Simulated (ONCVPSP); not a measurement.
fluorine (F): ONCV pseudisation with PBE, fully relativistic reference atom.

- Element: F
- Generator: ONCVPSP 4.0.1
- Type: optimised norm-conserving Vanderbilt (ONCV)
- Functional: PBE
- Relativity: fully relativistic
- Frozen core: [He]
- Valence charge: 7
- Reference configuration: 2s2 2p5
- Partial waves: 2s: rc 0.70 bohr, ncon 4, nbas 8, qcut 11.2 1/bohr, local; 2p: rc 1.00 bohr, ncon 3, nbas 7, qcut 17.1 1/bohr, 3 projectors, debl 1.1 Ha; d scattering state at 0.17 Ha: rc 0.90 bohr, ncon 4, nbas 7, qcut 9.4 1/bohr, 3 projectors, debl 3.4 Ha
- Local potential: the s channel
- Core correction: Teter function fitted to the true core (icmod 2), fcfact 0.65

Open shells are filled in proportion to 2j + 1.

* Cutoffs needed: 74 Ha and 104 Ha (the cutoffs (Ha) at which the residual kinetic energy of the hardest occupied pseudo-wave falls to 1 and 0.1 mHa per electron)
* Ghost test: no bound ghost flagged; GHOST(+) flagged for d5/2 at 191.0 eV, d3/2 at 216.5 eV
* Largest excitation error: +134 meV (all-electron minus pseudo) for 2s2 2p2, out of 4 test configurations
* rms error of d²Exc/dni dnj: 11.74 mHa without and 11.93 mHa with the model core
